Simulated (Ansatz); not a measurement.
Ansatz (a quantum-chemistry and plane-wave program) input:

Ansatz 0.2 input:
```yaml
crystal:
  periodic: [false, false, false]
  atoms:
    - {symbol: Al, position_ang: [0.07951754, -0.50892024, -0.01259072]}
    - {symbol: O, position_ang: [1.09530182, 0.46530510, -0.97250662]}
    - {symbol: H, position_ang: [1.06115209, 1.42158845, -1.04595819]}
    - {symbol: O, position_ang: [-1.17764818, 0.06171992, 0.98554525]}
    - {symbol: H, position_ang: [-1.43610916, 0.97817455, 1.10532848]}
basis:
  gaussian:
    orbitals: def2-TZVP
hamiltonian:
  xc: b3lyp
  dispersion: d3bj
magnetization: {spin_polarized: true, initial_magnetization: 1}
phonons: {temperatures: {t_min: 298.15, t_max: 298.15, t_step: 100}}
```

### Question
What final total energy does it print?

### Answer
-394.25409 Eh (B3LYP-D3(BJ)/def2-TZVP). The basis has 111 functions.

It need not be the lowest isomer of its formula.
